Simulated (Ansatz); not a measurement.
Reaction (formal exchange of groups at a C–C bond): `C[C](C)(F)[AlH2]` + `CC(C)OC(C)(C)C` → `CCC(C)OC(C)(C)C` + `C[CH](F)[AlH2]`

Computed with Ansatz on PBE0-D4/def2-TZVP structures; ΔE is electronic, products minus reactants. CCSD(T)/CBS adds triple-zeta CCSD(T) − MP2 to the extrapolated MP2 energy (def2 sets, frozen cores). DFT in def2-TZVPP. B3LYP here is the variant with VWN-RPA as its local correlation; programs differ in this. Each species was taken in one conformer, which may not be the lowest.

```
             level  ΔE (kJ/mol)  difference from CCSD(T)/CBS
           BLYP-D4         13.5                          0.6
         r2SCAN-D4         15.2                          2.3
        r2SCAN0-D4         13.7                          0.8
             B3LYP         14.0                          1.1
         CAM-B3LYP         13.9                          1.0
RPA@PBE/def2-TZVPP         11.2                         -1.7
      MP2/def2-SVP         13.4                          0.5
    MP2/def2-TZVPP         12.9                          0.0
     HF/def2-QZVPP         12.1                         -0.8
SCS-MP2/def2-QZVPP         12.5                         -0.4
       CCSD(T)/CBS         12.9                            0
```

Largest T1 diagnostic among the species: 0.011.

Leaving LDA and LC-ωPBE aside and taking each functional with its dispersion term where it has one, the values, not all of them listed here, spread over 3.1 kJ/mol, from BHLYP-D4 to r2SCAN-D4.

CCSD(T)/CBS has its own doubt, a few kJ/mol and more with outer-core shells, so smaller differences from it don't rank the levels.
